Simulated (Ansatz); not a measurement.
Isolated molecules relaxed with PBE0-D4/def2-TZVP in Ansatz; ΔE leaves out vibrations. CBS: MP2 limit from def2 TZ/QZ plus the TZ coupled-cluster correction, frozen cores. This one scheme is used for every species. DFT in def2-TZVPP. HSE06 is defined as in plane-wave codes. Open shells (•) are unrestricted, without spin–orbit coupling. For Br, Ga outer-core shells are correlated without core-valence functions, which leaves a few kJ/mol of doubt a bond. Scalar relativity is left out up to krypton. One conformer a species, not always the lowest.

Reaction (homolysis of the Ga–S bond): `[F][Ga]([SH])[Br]` → `[F][Ga][Br]`• + `[SH]`•

```csv
level,ΔE (kJ/mol)
r2SCANh-D4,340.0
HSE06-D4,345.1
BLYP,303.2
BHLYP,319.0
HF/def2-SVP,251.5
CCSD/def2-SVP,332.3
SCS-MP2/def2-TZVPP,356.4
CCSD(T)/def2-TZVPP,349.4
```

**Question.** What does CCSD(T)/CBS give? (Estimate.)

**Answer.** Ansatz gave: +364.6 kJ/mol. The listed levels differ from it by -24.6, -19.5, -61.4, -45.6, -113.1, -32.3, -8.2, -15.2 kJ/mol.

Largest T1 diagnostic among the species: 0.014.

Leaving LDA and LC-ωPBE aside and taking each functional with its dispersion term where it has one, the values, not all of them listed here, spread over 37.5 kJ/mol, from BLYP-D4 to PBE-QIDH. LDA lies +60.0 kJ/mol from PBE without D4, its usual overbinding. From BLYP to BHLYP (50 % exact exchange), in def2-TZVPP and without D4, ΔE moves by +15.8 kJ/mol. In def2-TZVPP, CCSD(T) changes the Hartree–Fock value by +102.1 kJ/mol (the triples alone add +9.3 kJ/mol) and MP2 by +118.7 kJ/mol; breaking electron pairs costs correlation energy, which Hartree–Fock lacks.

CCSD(T)/CBS has its own doubt, a few kJ/mol and more with outer-core shells, so smaller differences from it don't rank the levels.
